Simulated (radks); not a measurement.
Valence configurations of Pr2+ (all share [Xe]). Calculated with a radial shooting solver on a logarithmic mesh with Libxc functionals: scalar-relativistic Kohn-Sham, r2SCAN, spin-polarised, spherical densities, finite nucleus; open shells are filled with parallel spins first (spin-orbit coupling, left out, can overturn this in heavy ions); meta-GGA in the generalised Kohn-Sham scheme; Fermi nuclear charge, rms radius 4.8919 fm. Energies are relative to 4f3; eigenvalues in eV for spin up.

| valence | E (eV) | moment (Bohr magnetons) | e(4f) | e(5d) | e(6p) | e(6s) |
|---|---|---|---|---|---|---|
| 4f3 | 0.000 | 3 | -14.190 | - | - | - |
| 4f2 6s1 | 3.961 | 3 | -22.160 | - | - | -15.613 |
| 4f2.5 6s0.5 | 1.380 | 3 | -18.025 | - | - | -14.237 |
| 4f2 5d1 | 2.607 | 3 | -19.525 | -15.169 | - | - |
| 4f1 6s1 6p1 | 18.602 | 3 | -32.298 | - | -13.613 | -18.229 |
| 4f1 6s2 | 15.427 | 1 | -31.405 | - | - | -16.986 |
| 4f2 6p1 | 7.965 | 3 | -23.194 | - | -11.998 | - |
| 6s2 6p1 | 38.845 | 1 | - | - | -14.594 | -19.575 |
| 4f0.5 5d0.5 6s2 | 21.711 | 1 | -34.874 | -21.148 | - | -17.379 |

NIST lists [Xe] 4f3 as the ground configuration; this level of theory agrees among the configurations tried. The energies are those of spherical high-spin densities, not of single terms.
